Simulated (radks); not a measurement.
Spherical jellium clusters: N electrons in a uniform positive sphere of charge N and radius rs N^(1/3), rs = 2.87 bohr. Calculated with a radial shooting solver with Libxc functionals: non-relativistic Kohn-Sham, PBE, spin-polarised, spherical densities. Levels are named by radial order and angular momentum (1s, 1p, 1d, 2s, ...), and open shells are averaged over m.

N = 10, configuration 1s2 1p6 1d(up 2, down 0). This is the lowest configuration that the search found. Occupied and some empty levels:

level    occupation  eigenvalue (eV)  <r> (bohr)
1s up             1          -7.0508       4.122
1s down           1          -6.8923       3.916
1p up             3          -4.9789       5.075
1p down           3          -4.6039       4.954
1d up             2          -2.5773       6.018
1d down           0          -2.0950       6.011
2s up             0          -2.0006       6.243
2s down           0          -1.7614       6.266
1f up             0         -0.21024       7.999

Energy (eV): total -14.1042, kinetic 30.669, external -506.49, Hartree 244.05, exchange-correlation -46.382, background 264.05.

Electron density:

r (bohr)  n(r) (e/bohr^3)
0.746            0.007001
1.55             0.008531
2.35              0.01028
3.15              0.01127
3.95              0.01074
4.75             0.008611
5.55             0.005653
6.35             0.003027
7.15             0.001391
7.95            0.0005913
8.75            0.0002439
9.55            0.0001001
10.3           0.00004118
